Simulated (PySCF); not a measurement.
# Spin-rotation constants: SMILES CS[SiH2]OC=C(C)C, C5H12OSSi

Geometry:
| atom | x (Å) | y (Å) | z (Å) |
| --- | --- | --- | --- |
| C1 | 4.527 | 0.041 | -0.354 |
| S2 | 2.950 | 0.882 | -0.687 |
| Si3 | 1.663 | -0.686 | -0.051 |
| O4 | 0.209 | -0.031 | -0.250 |
| C5 | -1.022 | -0.582 | -0.074 |
| C6 | -2.137 | 0.137 | -0.102 |
| C7 | -2.129 | 1.619 | -0.315 |
| C8 | -3.478 | -0.503 | 0.080 |
| H9 | 4.554 | -0.908 | -0.879 |
| H10 | 4.638 | -0.116 | 0.714 |
| H11 | 5.317 | 0.690 | -0.717 |
| H12 | 1.874 | -1.865 | -0.892 |
| H13 | 1.934 | -1.023 | 1.347 |
| H14 | -1.030 | -1.652 | 0.088 |
| H15 | -2.593 | 2.122 | 0.532 |
| H16 | -2.696 | 1.875 | -1.209 |
| H17 | -1.111 | 1.981 | -0.428 |
| H18 | -4.099 | -0.327 | -0.797 |
| H19 | -3.384 | -1.575 | 0.233 |
| H20 | -3.988 | -0.068 | 0.939 |

Method used: GIAO PBE/pcSseg-1 magnetisability, rotational g tensor and spin-rotation constants, non-relativistic, gas phase (PySCF 2.14.0). Geometry: GFN2-xTB.

Problem. Give the nuclear spin-rotation constants along the inertial axes (H = +C I·J) beside the isotropic shieldings.

Solution. Rotational constants 4.5136, 0.5248, 0.4780 GHz. A star marks the isotopologue with that one atom substituted, in its own axes.
| atom | isotope | Caa (kHz) | Cbb (kHz) | Ccc (kHz) | mean (kHz) | σ (ppm) |
| --- | --- | --- | --- | --- | --- | --- |
| H9 | 1H | -0.455 | -0.021 | -0.026 | -0.168 | 29.9 |
| H10 | 1H | -0.461 | -0.049 | 0.001 | -0.169 | 29.8 |
| H11 | 1H | -0.128 | -0.029 | -0.052 | -0.070 | 29.7 |
| H12 | 1H | -0.323 | -0.014 | -0.007 | -0.115 | 25.8 |
| H13 | 1H | -0.340 | -0.032 | 0.011 | -0.120 | 25.9 |
| H14 | 1H | -0.392 | 0.047 | -0.054 | -0.133 | 25.3 |
| H15 | 1H | -0.366 | -0.049 | -0.010 | -0.142 | 30.4 |
| H16 | 1H | -0.367 | -0.040 | -0.018 | -0.142 | 30.3 |
| H17 | 1H | 0.088 | -0.040 | -0.052 | -0.001 | 28.8 |
| H18 | 1H | -0.299 | -0.048 | -0.015 | -0.121 | 29.9 |
| H19 | 1H | -0.463 | 0.017 | -0.058 | -0.168 | 30.0 |
| H20 | 1H | -0.304 | -0.055 | -0.009 | -0.122 | 29.9 |
| C1 | 13C* | 0.623 | 0.068 | 0.061 | 0.251 | 174.5 |
| S2 | 33S* | 0.404 | 0.104 | 0.103 | 0.203 | 691.9 |
| Si3 | 29Si* | -2.545 | -0.353 | -0.329 | -1.076 | 342.1 |
| O4 | 17O* | -0.859 | -0.076 | -0.034 | -0.323 | 231.6 |
| C5 | 13C* | 1.512 | 0.213 | 0.115 | 0.613 | 47.0 |
| C6 | 13C* | 1.811 | 0.199 | 0.068 | 0.693 | 60.3 |
| C7 | 13C* | 0.768 | 0.071 | 0.063 | 0.301 | 165.6 |
| C8 | 13C* | 0.655 | 0.082 | 0.077 | 0.272 | 160.0 |

For the geometry as given, no vibrational averaging.

Problem. How do the rotational constants and the g tensor change when H9, H10, H11, H12, H13, H14, H15, H16, H17, H18, H19, H20 are replaced by deuterium?

Solution. Constants 3.5097, 0.4534, 0.4124 GHz; g -0.0358, -0.0041, -0.0014, against -0.0459, -0.0047, -0.0017 before.
